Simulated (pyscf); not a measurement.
Optimised with ωB97X-D3(BJ)/def2-SVP in PySCF. Correlated levels are frozen-core, on RHF or UHF. ΔMP2 is the change of the MP2 total energy from the triple- to the quadruple-zeta basis.

Estimate the classical barrier height and the reaction energy of •O–AlH–OH -> [HO–Al–OH]• at CCSD(T)/def2-TZVPP + ΔMP2(QZVPP). The step runs on the doublet surface, breaks Al–H and forms H–O; take the reactant's lowest minimum found as zero.

ΔE‡ = 19.4 kcal/mol, ΔE = -38.5 kcal/mol. Zero-point energy shifts the barrier by -1.9 kcal/mol. It is a hydrogen shift, with an imaginary mode of 1317i cm⁻¹. One saddle was located; it need not be the lowest between these sides. The CCSD(T) − MP2 part came from Ansatz, without density fitting, on the same reference.
